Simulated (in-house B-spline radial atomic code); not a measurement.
How numerical settings move a run on S8+, [He] 2s2 2p4. Computed with an all-electron radial atomic-structure program (B-spline basis): Dirac-Kohn-Sham PBE, spherical fractional occupations, Fermi nucleus of rms radius 3.2611 fm.

Command:
```bash
python run_scf.py task.json out
```
Settings of the sound reference run:
```
Z                16
electrons        8
configuration    [He] 2s2 2p4
hamiltonian      dirac
method           pbe,pbe
spin_polarised   False
nucleus          fermi
rms_radius       3.2611
mass_number      32
atomic_mass      31.97207
speed_of_light   137.036
knot_spacing     0.22
spline_order     8
gauss_points     12
box_radius       6.9
max_iterations   70
damping          0.5
damped_steps     3
diis_vectors     10
tolerance        1e-08
start            Thomas-Fermi
```

Cost of the run: 1.1 s on 1 thread of Arm Neoverse N1 (shared host).

It converges in 7 iterations to -366.262537 hartree, with 2p3/2 at -359.082 eV. The other runs change the listed settings, some to values that make no sense; their results aren't properties of the atom or ion. Radii are in bohr (the nuclear one in fm), a minus after a letter asks for a j subshell, and «unchanged» means within 1e-8 hartree. The run stops when the residual is below 10 × tolerance × max(1, Z/10), or a noise floor if that is larger, and the energy moves by less than 1e-8 × √|E| hartree; so very loose and very tight tolerances often act alike.

| changed settings | outcome |
| --- | --- |
| electrons = 11, configuration = [He] 2s2 2p4 3s3, max_iterations = 60 | stopped with error: shell 3s holds at most 2 electrons |
| knot_spacing = 0.75 | converged in 8 iterations, energy +4.57e-02 hartree from the reference, 2p3/2 level -2.9e-02 eV |
| spline_order = 10, max_iterations = 50, damped_steps = 0, tolerance = 0.01 | converged in 5 iterations, energy -8.00e-08 hartree from the reference, 2p3/2 level +8.4e-05 eV |
| box_radius = 0.69, max_iterations = 100, damping = 0.8, tolerance = 1e-06 | converged in 7 iterations, energy +1.69e+01 hartree from the reference, 2p3/2 level +1.1e+02 eV (the program warns: 2p3/2 reaches the box edge; 1s1/2 reaches the box edge) |
| knot_spacing = 0.15 | converged in 9 iterations, energy -1.02e-07 hartree from the reference, 2p3/2 level -9.3e-06 eV |
| knot_spacing = 0.4 | converged in 8 iterations, energy +2.59e-05 hartree from the reference, 2p3/2 level -1.2e-04 eV |
| knot_spacing = 0.3 | converged in 8 iterations, energy +1.07e-06 hartree from the reference, 2p3/2 level -3.3e-05 eV |
| knot_spacing = 2 | converged in 8 iterations, energy +1.84e-01 hartree from the reference, 2p3/2 level -3.0e-01 eV |
| electrons = 9, configuration = [He] 2s2 2p4 1f1, max_iterations = 60 | stopped with error: there is no 1f shell |
| knot_spacing = 0.55 | converged in 8 iterations, energy +1.46e-03 hartree from the reference, 2p3/2 level -8.0e-03 eV |
| max_iterations = 3 | not converged after 3 iterations, last residual 7.2e-02, last energy +4.19e-02 hartree from the reference |
| spline_order = 6, gauss_points = 8, max_iterations = 75, damped_steps = 8 | converged in 12 iterations, energy +1.24e-07 hartree from the reference, 2p3/2 level -1.1e-05 eV |
| gauss_points = 16 | converged in 7 iterations, energy unchanged |
| method = hf, spin_polarised = True | stopped with error: spin polarisation is not served with the Dirac Hamiltonian |

(1) What happens with gauss_points = 4?

(2) What happens with knot_spacing = 0.4, gauss_points = 16, max_iterations = 75, damped_steps = 0, tolerance = 1e-10?

(3) What happens with gauss_points = 3?

(4) What happens with max_iterations = 5?

Results:

(1) Converged in 7 iterations, energy -3.39e-08 hartree from the reference.

(2) Converged in 6 iterations, energy +2.59e-05 hartree from the reference, 2p3/2 level -1.2e-04 eV.

(3) Converged in 7 iterations, energy +9.33e-06 hartree from the reference, 2p3/2 level +4.1e-05 eV.

(4) Not converged after 5 iterations, last residual 6.5e-03, last energy +3.54e-04 hartree from the reference.
